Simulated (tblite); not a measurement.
Species: C3H11O2PSi2.
SMILES with atom numbers: `[CH3:1][C@@H:2]1[CH2:3][SiH2:4][O:5][Si@@H:6]([PH2:7])[O:8]1` (hydrogens: H9, H10, H11 on C1; H12 on C2; H13, H14 on C3; H15, H16 on Si4; H17 on Si6; H18, H19 on P7)

Cartesian coordinates in Å at the GFN2-xTB level; atoms count from 1:
```
atom  x, y, z in Å
C1    -2.3303    0.8824    0.3961
C2    -1.0573    0.4423   -0.3240
C3    -1.0521   -1.0658   -0.5753
Si4    0.5910   -1.6488   -1.3366
O5     1.7399   -0.9527   -0.4225
Si6    1.4506    0.1678    0.7336
P7     3.0018    1.7419    0.5321
O8     0.0411    0.8948    0.4441
H9    -3.2048    0.6296   -0.1977
H10   -2.3081    1.9563    0.5617
H11   -2.3971    0.3850    1.3611
H12   -0.9936    0.9622   -1.2914
H13   -1.2083   -1.5706    0.3808
H14   -1.9078   -1.3002   -1.2068
H15    0.7834   -3.0845   -1.1730
H16    0.7639   -1.1373   -2.6927
H17    1.3741   -0.6063    1.9759
H18    4.0089    0.9747    1.0869
H19    2.6951    2.3385    1.7403
```

All values are computed: GFN2-xTB (tblite) harmonic vibrations without scaling, gas phase. The method is semi-empirical: single wavenumbers can be off by several per cent or more. Modes of hydrogen on phosphorus and silicon can be 10 to 20 % off. One conformer, not necessarily the lowest.

Harmonic wavenumbers (cm⁻¹): 37.8, 64.7, 89.9, 104.6, 137.1, 188.0, 205.1, 266.0, 289.2, 321.9, 418.3, 453.9, 505.0, 531.7, 603.5, 646.1, 654.8, 690.8, 695.5, 712.8, 741.0, 758.2, 769.7, 798.5, 822.5, 934.6, 973.2, 1005.4, 1038.4, 1084.2, 1140.7, 1146.0, 1185.1, 1243.1, 1315.4, 1324.5, 1395.7, 1463.7, 1476.3, 1492.7, 2217.1, 2288.1, 2308.0, 2315.8, 2396.5, 2864.1, 2963.8, 3001.6, 3035.5, 3040.1, 3045.4.

A = 1701, B = 926.4, C = 650.1 MHz; mass 166.004 u (most abundant isotopes); point group C1, symmetry number 1.

Problem. Zero-point energy?

Solution. Half the sum of the wavenumbers: 29601 cm⁻¹ = 84.63 kcal/mol.

Problem. What is S at 500 K and 1 bar for an ideal gas of classical rigid rotors and harmonic oscillators?

Solution. Translation 43.82, rotation 31.67, vibration 58.47: S = 134.0 cal/(mol K).

Problem. And Cp and H(500 K) − H(0)?

Solution. Cp = 62.34 cal/(mol K), of which vibrations give 54.39 (their classical limit is 51 R = 101.3); H(500 K) − H(0) = 18.68 kcal/mol without the zero-point energy, 14.71 from vibrations.

Problem. How do the functions run with temperature in this model?

Solution. 
```csv
T (K),S (cal/(mol K)),Cp (cal/(mol K)),H − H(0) (kcal/mol),G − H(0) (kcal/mol),ln q(vib)
100,73.5,20.9,1.43,-5.93,2.27
200,91.5,32.4,4.08,-14.21,5.44
300,106.9,44.1,7.91,-24.14,8.55
800,167.2,78.9,40.10,-93.67,23.05
1000,185.6,85.9,56.61,-128.99,28.15
```

q(vib) and H(0) count from the zero-point level.

Problem. Blend soft modes into free rotors: weight 1/[1 + (100 cm⁻¹/ν̃)⁴] for the oscillator and the rest for a rotor with moment μB/(μ + B), μ = h/(8π²ν), B = 10⁻⁴⁴ kg m². What vibrational entropy results?

Solution. 53.71 cal/(mol K) in place of 58.47, which changes −T·S at 500 K by +2.38 kcal/mol.

Problem. What must be added to the electronic energy to get the Gibbs energy at 500 K and 1 bar?

Solution. ZPE + [H(500 K) − H(0)] − T·S = 84.63 + 18.68 − 66.98 = 36.33 kcal/mol.

Problem. Which modes carry the vibrational entropy at 500 K?

Solution. 37.8 cm⁻¹: 6.40; 64.7 cm⁻¹: 5.33; 89.9 cm⁻¹: 4.68; 104.6 cm⁻¹: 4.38; 137.1 cm⁻¹: 3.85; 188.0 cm⁻¹: 3.23 cal/(mol K); the other 45 give 30.60 together.

Hindered rotation and anharmonicity are outside this model. Other conformers, if any are populated, would add a mixing term that is left out. The structure is chiral; the term R ln 2 for an equal mix with its mirror image is left out.
